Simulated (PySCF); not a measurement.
**Lu⁶¹⁺ (lutetium, charge +61): Hartree-Fock from Schrödinger to Dirac-Coulomb-Breit**

Occupied: 1s1/2, 2s1/2, 2p1/2, 2p3/2. Hartree-Fock calculated with PySCF 2.14 in an even-tempered Gaussian basis (16 s from 14 bohr⁻², ratio 2.7; 13 p from 17 bohr⁻², ratio 2.7), Gaussian nucleus throughout. NR is non-relativistic, sf-X2C the spin-free one-electron X2C Hamiltonian, X2C adds the bare one-electron spin-orbit term, X2C-SNSO screens it by Boettger's factors, DC is four-component Dirac-Coulomb, and the Gaunt and Breit terms are added at first order (total energies over the DC spinors, levels after relaxing the spinors in that mean field). QED terms are absent. Levels marked empty are virtual spinors of this ion.

| Hamiltonian | E (hartree) | E − E(DC) (hartree) | CPU seconds |
| --- | --- | --- | --- |
| NR | -9474.1974 | 629.3484 | 0.21 |
| sf-X2C | -10087.4349 | 16.1108 | 0.15 |
| X2C | -10099.7028 | 3.8429 | 0.15 |
| X2C-SNSO | -10098.9739 | 4.5719 | 0.15 |
| DC | -10103.5457 | 0.0000 | 7.6 |
| DC+Gaunt | -10091.1388 | 12.4070 | 13 |
| DC+Breit | -10092.2144 | 11.3313 | 41 |

| level (eV) | NR | sf-X2C | X2C | X2C-SNSO | DC | DC+Gaunt | DC+Breit |
| --- | --- | --- | --- | --- | --- | --- | --- |
| 1s1/2 | -64066.7 | -68884.9 | -68871.6 | -68872.4 | -68948.6 | -68743.0 | -68756.6 |
| 2s1/2 | -14472.4 | -15857.5 | -15854.3 | -15854.4 | -15865.1 | -15842.8 | -15844.3 |
| 2p1/2 | -14105.9 | -14582.9 | -15435.7 | -15407.7 | -15415.1 | -15375.8 | -15379.8 |
| 2p3/2 | -14105.9 | -14582.9 | -14236.1 | -14245.4 | -14252.8 | -14226.5 | -14230.5 |
| 3s1/2 (empty) | -6010.0 | -6453.2 | -6452.6 | -6452.6 | -6455.2 | -6449.2 | -6449.9 |
| 3p1/2 (empty) | -5890.9 | -6085.1 | -6313.1 | -6305.7 | -6307.6 | -6297.3 | -6298.7 |
| 3p3/2 (empty) | -5890.9 | -6085.1 | -5991.1 | -5993.6 | -5995.1 | -5988.3 | -5989.8 |

```csv
interval (eV),X2C,X2C-SNSO,DC,DC+Gaunt,DC+Breit
2p3/2 − 2p1/2,1200,1162,1162,1149,1149
3p3/2 − 3p1/2,322.0,312.1,312.5,309.0,309.0
```

Weight of the small component: 1s1/2 0.0712, 2s1/2 0.0165, 2p1/2 0.0165, 2p3/2 0.0151, 3s1/2 0.00658, 3p1/2 0.00649, 3p3/2 0.00614.

Koopmans' value for the highest occupied level at DC+Breit: 14230.5 eV, against an ionisation energy of 14228 ± 12 eV (theoretical estimate listed by NIST; NIST Atomic Spectra Database, ionization energies); the former lacks relaxation, correlation, QED and recoil.

The whole ladder took 64 s of wall time on 1 thread of Intel(R) Xeon(R) Platinum 8488C (shared host), launched as `OMP_NUM_THREADS=1 python relrun2.py TASK.json OUT` (a driver that calls PySCF for each Hamiltonian).

Dirac-Coulomb iterations, started from the X2C spinors:

```
with_ssss True, with_gaunt False, with_breit False
light speed = 137.03599967994
init E= -10035.8560181206
cycle= 1 E= -10103.5440449254  delta_E= -67.7  |g|= 2.85  |ddm|= 0.13
cycle= 2 E= -10103.5457434405  delta_E= -0.0017  |g|= 0.0339  |ddm|= 0.00413
cycle= 3 E= -10103.5457447769  delta_E= -1.34e-06  |g|= 0.000927  |ddm|= 0.000161
cycle= 4 E= -10103.545744778  delta_E= -1.06e-09  |g|= 4.73e-06  |ddm|= 3.88e-06
```
